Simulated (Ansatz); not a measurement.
`C[CH2][In]([OH])[Cl]` + H₂ → `[OH][InH][Cl]` + `CC` at 500 K and 1 bar (hydrogenolysis of the In–C bond).

Program: Ansatz. Geometries: PBE0-D4/def2-TZVP. ΔE: electronic, gas phase. CCSD(T)/CBS is the MP2 limit (def2-TZVPP, def2-QZVPP) plus CCSD(T) − MP2 in def2-TZVPP, frozen cores. This one scheme is used for every species. Elements past krypton have def2 core potentials. For In outer-core shells are correlated without core-valence functions, which leaves a few kJ/mol of doubt a bond. One conformer a species, not always the lowest.

```json
{"species": "`C[CH2][In]([OH])[Cl]`", "CCSD(T)/CBS energy (Eh)": "-804.55778", "H − E (kJ/mol)": "259.4", "S (J/(mol·K))": "472.7"}
{"species": "H₂", "CCSD(T)/CBS energy (Eh)": "-1.17544", "H − E (kJ/mol)": "41.0", "S (J/(mol·K))": "145.5"}
{"species": "`[OH][InH][Cl]`", "CCSD(T)/CBS energy (Eh)": "-726.02900", "H − E (kJ/mol)": "85.2", "S (J/(mol·K))": "354.8"}
{"species": "`CC`", "CCSD(T)/CBS energy (Eh)": "-79.71954", "H − E (kJ/mol)": "220.5", "S (J/(mol·K))": "259.9"}
```

H − E and S are ideal-gas, rigid-rotor, harmonic terms from PBE0-D4/def2-TZVP, for one conformer and one mirror image of each species. The MP2-based limit puts H₂ 0.8 mEh under its directly extrapolated value; such offsets cancel only in part. 1 Eh = 2625.50 kJ/mol, R = 8.31446 J/(mol·K).

Question: By hand: ΔE, ΔH, ΔS and ΔG.

Answer: ΔE = (-726.02900) + (-79.71954) − (-804.55778) − (-1.17544) = -0.01532 Eh = -40.2 kJ/mol. Δ(H − E) = 85.2 + 220.5 − 259.4 − 41.0 = 5.3, so ΔH = -34.9 kJ/mol. ΔS = 354.8 + 259.9 − 472.7 − 145.5 = -3.5 J/(mol·K). ΔG = -34.9 − 500 × (-3.5)/1000 = -33.1 kJ/mol.

Question: By hand: the equilibrium constant, and the temperature at which ΔG would vanish if ΔH and ΔS stayed fixed.

Answer: log₁₀ K = −ΔG/(RT ln 10) = 3.5. ΔG = 0 at ΔH/ΔS = 9971 K, far beyond where these terms or the molecules hold.

The number of gas molecules stays the same, so ΔS is small and ΔH decides. A doubt of 5 kJ/mol in ΔE shifts log₁₀ K by 0.5 here. Other conformers and mirror images would add mixing entropy, several J/(mol·K) or more a flexible species. Modes under 60 cm⁻¹, often nearly free rotors, make the harmonic entropy too high. These are equilibria of isolated gas molecules and say nothing of rates. Largest T1 diagnostic: 0.015 (customary marks: 0.02 for closed shells, 0.045 for open ones).
